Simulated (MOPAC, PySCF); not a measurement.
CH3B2N, SMILES `C(=N)=BB`, neutral singlet in the gas phase. 

Cartesian coordinates (Å):
```xyz
7

B     -1.7431     0.0046     0.1188
B     -0.1871    -0.0993     0.2373
C      1.2220    -0.1607     0.3434
N      2.4246    -0.3239     0.4083
H     -2.4590    -0.1832     1.0614
H     -2.2619     0.2781    -0.9273
H      3.0045     0.4845     0.6465
```
Charge 0, multiplicity 1.

All levels are single points at this geometry (PBE0-D3(BJ)/def2-TZVP); Pople sets use spherical d functions. Orbital energies aren't observables, and empty levels follow the basis.

```
level                           HOMO (eV)  LUMO (eV)  gap (eV)  dipole (D)  vertical IE, Delta-SCF (eV)
------------------------------  ---------  ---------  --------  ----------  ---------------------------
PBE0-D3(BJ)/def2-TZVP in PySCF      -6.41      -3.24      3.17        2.33                         8.49
B3LYP/3-21G in PySCF                -5.89      -3.10      2.79        2.82                            –
B3LYP/6-31G* in PySCF               -5.89      -3.09      2.80        2.40                         8.35
BP86/6-31G* in PySCF                -5.24      -4.03      1.21        2.59                            –
M06-2X/6-31G* in PySCF              -7.04      -1.89      5.15        2.21                            –
PBE/6-31G* in PySCF                 -5.14      -3.94      1.20        2.60                         8.33
HF/3-21G in PySCF                   -8.21       1.03      9.24        2.33                            –
HF/6-31G* in PySCF                  -8.23       1.13      9.36        1.97                         7.25
HF/STO-3G in PySCF                  -6.02       4.64     10.66        1.84                            –
AM1 in MOPAC                        -7.79      -0.01      7.79        2.36                            –
PM3 in MOPAC                        -9.27      -0.81      8.46        2.84                            –
PM6 in MOPAC                        -7.91      -1.10      6.81        1.76                            –
PM7 in MOPAC                        -9.27      -1.73      7.55        3.31                            –
```
